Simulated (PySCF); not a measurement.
**Identify the compound**

Molecular formula: C₂H₁₀FNSi₄. Simulated spectra:

1H NMR (300 MHz, computed): δ 5.19 (m, 2H), 5.10 (s, 2H), 4.88 (s, 6H).

13C{1H} NMR (computed): δ 118.6 (C), 117.7 (C).

PySCF calculation with coordinates at the GFN2-xTB level and PBE0/pcSseg-1 with gauge-including orbitals; averaged over atoms made equivalent by symmetry, fast rotation or ring inversion, isolated molecule, one conformer, no relativistic terms.

Referencing at the same level of theory: TMS for 1H and 13C.

Question: Deduce the structure.

Answer: 
- The formula gives 2 degrees of unsaturation (no ring in the answer).
- 2 carbon signals for 2 carbons: no two carbons are equivalent.
- Carbon types of the structure: 2 × C, leaving 10 H on heteroatoms.
- δC 118.6, 117.7: alkyne carbon.
- δH 5.19: hydrogen on a silicon bonded to C, F.
- δH 5.10: hydrogen on a silicon bonded to C, N.
- δH 4.88: hydrogen on a silicon bonded to N.

Structure: SMILES C([SiH2]F)#C[SiH2]N([SiH3])[SiH3].

The data come from this structure; uniqueness wasn't tested.

Splittings by 19F in the carbon and heteronuclear signals aren't shown, as no couplings were computed. Shifts are as computed. Against solution values, carbons near 30 ppm lie about +3 ppm off and those near 130 ppm about +5 ppm. Of 1211 compounds with measured shifts, 218 miss one by over three times the rms of a fit or turn the order of signals round; such compounds aren't used in these exercises. Multiplicities follow the n + 1 count of equivalent neighbours, as no J values were calculated; m marks all less simple cases, F and P coupling included.
